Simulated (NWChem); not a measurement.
System: C$_{2}$H$_{3}$F$_{2}$NSi; SMILES C#C[Si](N)(F)F

Here is an NWChem input.

```
start job
memory heap 200 mb stack 900 mb global 1100 mb
geometry units angstroms noautoz
  C      0.002621     2.679964    -0.049216
  C      0.013826     1.466980    -0.040897
  Si     0.020186    -0.343738    -0.020337
  N     -1.527821    -0.917829     0.374674
  F      0.441784    -0.942295    -1.445057
  F      1.190723    -0.819758     0.972188
  H     -0.003262     3.747991    -0.061797
  H     -2.116171    -0.414661     1.025417
  H     -1.772355    -1.897584     0.309051
end
basis spherical
  * library def2-tzvp
end
dft
  xc xpbe96 cpbe96
  iterations 150
  semidirect filesize 400000000
  mulliken
end
task dft energy
```

NWChem printed, in part:

```
             Northwest Computational Chemistry Package (NWChem) 7.3.0
             --------------------------------------------------------

 C1  symmetry detected

                             Geometry "geometry" -> ""
                             -------------------------

 Output coordinates in angstroms (scale by  1.889725989 to convert to a.u.)

  No.       Tag          Charge          X              Y              Z
 ---- ---------------- ---------- -------------- -------------- --------------
    1 C                    6.0000     0.05432587     2.69277142    -0.08044947
    2 C                    6.0000     0.03841501     1.48025469    -0.04766298
    3 Si                  14.0000     0.00382140    -0.32938114     0.00876669
    4 N                    7.0000    -1.57763852    -0.86295839     0.31895969
    5 F                    9.0000     0.49846545    -0.96620577    -1.37529403
    6 F                    9.0000     1.10081178    -0.80862418     1.08058570
    7 H                    1.0000     0.07263103     3.76019468    -0.11431793
    8 H                    1.0000    -2.19348185    -0.33422946     0.92226965
    9 H                    1.0000    -1.83911951    -1.83860766     0.25764656

 Effective nuclear repulsion energy (a.u.)     290.6597800408

  pbe96 is a nonlocal functional; adding pw91lda local functional.

                                 NWChem DFT Module
                                 -----------------

 Summary of "ao basis" -> "ao basis" (spherical)
 ------------------------------------------------------------------------------
       Tag                 Description            Shells   Functions and Types
 ---------------- ------------------------------  ------  ---------------------
 C                         def2-tzvp                11       31   5s3p2d1f
 Si                        def2-tzvp                13       37   5s5p2d1f
 N                         def2-tzvp                11       31   5s3p2d1f
 F                         def2-tzvp                11       31   5s3p2d1f
 H                         def2-tzvp                 4        6   3s1p

            General Information
            -------------------
          SCF calculation type: DFT
          Wavefunction type:  closed shell.
          No. of atoms     :     9
          No. of electrons :    54
           Alpha electrons :    27
            Beta electrons :    27
          Charge           :     0
          Spin multiplicity:     1
          Use of symmetry is: off; symmetry adaption is: off
          Maximum number of iterations: 150
          AO basis - number of functions:   210
                     number of shells:    80
          Convergence on energy requested:  1.00D-06
          Convergence on density requested:  1.00D-05
          Convergence on gradient requested:  5.00D-04

              XC Information
              --------------
          PerdewBurkeErnzerhof Exchange Functional  1.000
            Perdew 1991 LDA Correlation Functional  1.000 local
           PerdewBurkeErnz. Correlation Functional  1.000 non-local

             Grid Information
             ----------------
          Grid used for XC integration:  medium
          Radial quadrature: Mura-Knowles
          Angular quadrature: Lebedev.
          Tag              B.-S. Rad. Rad. Pts. Rad. Cut. Ang. Pts.
          ---              ---------- --------- --------- ---------
          C                   0.70       49          13.0       434
          Si                  1.10       88          11.0       590
          N                   0.65       49          13.0       434
          F                   0.50       49          12.0       434
          H                   0.35       45          14.0       434
          Grid pruning is: on
          Number of quadrature shells:   468
          Spatial weights used:  Erf1

      Superposition of Atomic Density Guess
      -------------------------------------

 Sum of atomic energies:        -618.82520305

      Non-variational initial energy
      ------------------------------

 Total energy =    -620.953785
 1-e energy   =   -1432.783415
 2-e energy   =     521.169850
 HOMO         =      -0.364389
 LUMO         =      -0.000836

------------------------------------------------------------
EAF file 0: "./job.aoints.0" size=713555968 bytes
------------------------------------------------------------
               write      read    awrite     aread      wait
               -----      ----    ------     -----      ----
     calls:     1361         0         0         0         0
   data(b): 7.14e+08  0.00e+00  0.00e+00  0.00e+00
   time(s): 0.00e+00  0.00e+00  0.00e+00  0.00e+00  0.00e+00
rate(mb/s): 0.00e+00  0.00e+00
------------------------------------------------------------

     ---------------------------------------------
      Total Density - Mulliken Population Analysis
     ---------------------------------------------

    Atom       Charge   Shell Charges
 -----------   ------   -------------------------------------------------------
    1 C    6     6.13   0.86  1.12  0.61  0.45  0.18  1.14  1.32  0.43  0.01  0.00  0.01
    2 C    6     6.35   0.86  1.12  0.59  0.73  0.10  1.23  1.29  0.37  0.01  0.04  0.01
    3 Si  14    12.50   2.00  0.58  1.39  0.68  0.21  4.10  1.74  0.46  0.64  0.15  0.24  0.19  0.11
    4 N    7     7.92   0.82  1.16  0.57  0.80  0.17  1.63  1.92  0.85  0.00  0.01  0.00
    5 F    9     9.50   0.77  1.20  0.61  1.01  0.31  2.36  2.36  0.88  0.00  0.01  0.00
    6 F    9     9.51   0.77  1.20  0.61  1.01  0.31  2.37  2.36  0.88  0.00  0.01  0.00
    7 H    1     0.75   0.22  0.42  0.10  0.02
    8 H    1     0.66   0.22  0.34  0.08  0.04
    9 H    1     0.67   0.22  0.34  0.08  0.04

   convergence    iter        energy       DeltaE   RMS-Dens  Diis-err
 ---------------- ----- ----------------- --------- --------- ---------
 d= 0,ls=0.0,diis     1   -621.5827268299 -9.12D+02  1.04D-02  1.79D+00
 d= 0,ls=0.0,diis     2   -621.4414471685  1.41D-01  5.16D-03  3.36D+00
 d= 0,ls=0.0,diis     3   -621.6938604001 -2.52D-01  1.55D-03  2.83D-01
 d= 0,ls=0.0,diis     4   -621.6988888335 -5.03D-03  8.54D-04  1.39D-01
 d= 0,ls=0.0,diis     5   -621.7138482677 -1.50D-02  3.03D-04  1.99D-02
  Resetting Diis
 d= 0,ls=0.0,diis     6   -621.7161916817 -2.34D-03  1.04D-04  1.61D-03
 d= 0,ls=0.0,diis     7   -621.7163532409 -1.62D-04  7.82D-05  1.03D-04
 d= 0,ls=0.0,diis     8   -621.7163225686  3.07D-05  4.56D-05  3.85D-04
 d= 0,ls=0.0,diis     9   -621.7163628791 -4.03D-05  7.91D-06  1.23D-05
 d= 0,ls=0.0,diis    10   -621.7163641015 -1.22D-06  3.17D-06  1.84D-06
 d= 0,ls=0.0,diis    11   -621.7163643298 -2.28D-07  6.42D-07  5.43D-08

         Total DFT energy =     -621.716364329781
      One electron energy =    -1437.521350642409
           Coulomb energy =      585.458637052692
    Exchange-Corr. energy =      -60.313430780866
 Nuclear repulsion energy =      290.659780040801

 Numeric. integr. density =       54.000005254522

                       DFT Final Molecular Orbital Analysis
                       ------------------------------------

 Vector   25  Occ=2.000000D+00  E=-2.787761D-01
              MO Center= -2.5D-02,  1.7D+00, -2.9D-02, r^2= 2.3D+00
   Bfn.  Coefficient  Atom+Function         Bfn.  Coefficient  Atom+Function
  ----- ------------  ---------------      ----- ------------  ---------------
     8      0.208199  1 C  pz                39      0.209076  2 C  pz
     6      0.202007  1 C  px                37      0.202336  2 C  px
    42      0.179293  2 C  pz                40      0.172546  2 C  px
    11      0.166979  1 C  pz                 9      0.162326  1 C  px
    14      0.102246  1 C  pz                12      0.096201  1 C  px

 Vector   26  Occ=2.000000D+00  E=-2.786900D-01
              MO Center=  4.2D-02,  2.0D+00, -6.9D-02, r^2= 1.6D+00
   Bfn.  Coefficient  Atom+Function         Bfn.  Coefficient  Atom+Function
  ----- ------------  ---------------      ----- ------------  ---------------
     6      0.219814  1 C  px                37      0.218811  2 C  px
     8     -0.210609  1 C  pz                39     -0.209621  2 C  pz
    40      0.186369  2 C  px                42     -0.178956  2 C  pz
     9      0.175872  1 C  px                11     -0.169027  1 C  pz
    12      0.104708  1 C  px                14     -0.101154  1 C  pz

 Vector   27  Occ=2.000000D+00  E=-2.490170D-01
              MO Center= -1.3D+00, -5.8D-01,  2.5D-01, r^2= 2.2D+00
   Bfn.  Coefficient  Atom+Function         Bfn.  Coefficient  Atom+Function
  ----- ------------  ---------------      ----- ------------  ---------------
   107      0.339394  4 N  pz               110      0.293106  4 N  pz
   113      0.260430  4 N  pz               105      0.162101  4 N  px
   111      0.149689  4 N  px               108      0.140143  4 N  px
   106     -0.113837  4 N  py               167      0.104760  6 F  px
   109     -0.098161  4 N  py               112     -0.090827  4 N  py

 Vector   28  Occ=0.000000D+00  E=-5.468638D-02
              MO Center= -1.1D-02,  1.6D+00, -1.2D-02, r^2= 3.4D+00
   Bfn.  Coefficient  Atom+Function         Bfn.  Coefficient  Atom+Function
  ----- ------------  ---------------      ----- ------------  ---------------
    14      0.408657  1 C  pz                45     -0.348316  2 C  pz
    12     -0.277028  1 C  px                 8      0.250122  1 C  pz
    43      0.245042  2 C  px                11      0.207185  1 C  pz
   104      0.206081  4 N  s                 36      0.202109  2 C  s
    39     -0.186226  2 C  pz               207     -0.179724  9 H  s

[...]
```

Level: PBE/def2-TZVP. All runs use the structure optimised with B3LYP/6-31G* (spherical d).
